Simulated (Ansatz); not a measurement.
`C=C[SiH](F)[GeH3]` → `C=[CH][GeH3]` + `F[SiH]` at 298.15 K and 1 bar (silylene formation by 1,1-elimination).

Calculated with Ansatz (gas phase, PBE0-D4/def2-TZVP geometries, no zero-point term in ΔE). CCSD(T)/CBS is the MP2 limit (def2-TZVPP, def2-QZVPP) plus CCSD(T) − MP2 in def2-TZVPP, frozen cores. This one scheme is used for every species. For Ge outer-core shells are correlated without core-valence functions, which leaves a few kJ/mol of doubt a bond. Scalar relativity is left out up to krypton. Each species was taken in one conformer, which may not be the lowest.

```json
{"species": "`C=C[SiH](F)[GeH3]`", "CCSD(T)/CBS energy (Eh)": "-2545.34095", "H − E (kJ/mol)": "228.7", "S (J/(mol·K))": "384.5"}
{"species": "`C=[CH][GeH3]`", "CCSD(T)/CBS energy (Eh)": "-2155.78858", "H − E (kJ/mol)": "187.0", "S (J/(mol·K))": "299.7"}
{"species": "`F[SiH]`", "CCSD(T)/CBS energy (Eh)": "-389.46371", "H − E (kJ/mol)": "32.3", "S (J/(mol·K))": "239.1"}
```

H − E and S are ideal-gas, rigid-rotor, harmonic terms from PBE0-D4/def2-TZVP, for one conformer and one mirror image of each species. 1 Eh = 2625.50 kJ/mol, R = 8.31446 J/(mol·K).

Problem. By hand: ΔE, ΔH, ΔS and ΔG.

Solution. ΔE = (-2155.78858) + (-389.46371) − (-2545.34095) = 0.08866 Eh = 232.8 kJ/mol. Δ(H − E) = 187.0 + 32.3 − 228.7 = -9.4, so ΔH = 223.4 kJ/mol. ΔS = 299.7 + 239.1 − 384.5 = 154.3 J/(mol·K). ΔG = 223.4 − 298.15 × (154.3)/1000 = 177.4 kJ/mol.

Problem. By hand: the equilibrium constant, and the temperature at which ΔG would vanish if ΔH and ΔS stayed fixed.

Solution. log₁₀ K = −ΔG/(RT ln 10) = -31.1. ΔG = 0 at ΔH/ΔS = 1448 K.

The number of gas molecules changes by +1, which sets the sign of ΔS. A doubt of 5 kJ/mol in ΔE shifts log₁₀ K by 0.9 here. Other conformers and mirror images would add mixing entropy, several J/(mol·K) or more a flexible species. These are equilibria of isolated gas molecules and say nothing of rates. Largest T1 diagnostic: 0.015 (customary marks: 0.02 for closed shells, 0.045 for open ones).
